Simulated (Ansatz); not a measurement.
Ansatz results at the PBE0-D4/def2-TZVP geometry: HOMO energy (PBE/def2-TZVPP) -6.81 eV; HOMO–LUMO gap (PBE0/def2-TZVPP) 9.10 eV; LUMO energy (PBE0/def2-TZVPP) 0.88 eV.

Each molecule was computed in one conformer, which needn't be the lowest.

Which molecule gave them?
A. `Cc1nccs1`
B. `CCCCCCCCCl`
C. `F[Se](F)(F)(F)(F)F`
D. `c1nnco1`

B. The others give `F[Se](F)(F)(F)(F)F`: -10.40, 9.36, -3.35; `Cc1nccs1`: -5.95, 6.35, -0.63; `c1nnco1`: -6.65, 7.79, -0.58.
